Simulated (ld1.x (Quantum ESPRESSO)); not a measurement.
**Ho (Z = 67): PAW pseudisation with revPBE, scalar-relativistic reference atom.**

ld1.x (Quantum ESPRESSO) 7.5 input, shortened:

```
&input
   title='Ho', zed=67., rel=1, dft='REVPBE', iswitch=3,
   config='[Xe] 4f10 5d2 6s1 6p0'
 /
 &inputp
   pseudotype=3, lpaw=.true., tm=.true., lloc=-2, rcloc=2.95,
   nlcc=.true., new_core_ps=.true.,
   which_augfun='BESSEL', rmatch_augfun=1.25
 /
6
6S  1  0   1.00   0.00  1.35  1.45  0.0
6S  1  0   0.00   0.30  1.35  1.45  0.0
6P  2  1   0.00   0.00  3.40  4.40  0.0
6P  2  1   0.00   0.40  3.40  4.40  0.0
5D  3  2   2.00   0.00  3.15  3.80  0.0
5D  3  2   0.00   0.35  3.15  3.80  0.0
 &test
   configts(1)='5d2 6s1 6p0'
 /
```

Does this generation succeed?

No. ld1.x (Quantum ESPRESSO) 7.5 stopped with "run_pseudo: Errors in PS-KS equation": the pseudo-atom solver did not find the valence states with the expected number of nodes, which is the usual sign of a ghost state. The 6s radius of 1.45 bohr lies inside the outermost node of the all-electron wave at 1.52 bohr. Before that it printed "Warning: n=1, l=0 expected 0 nodes, found 1".
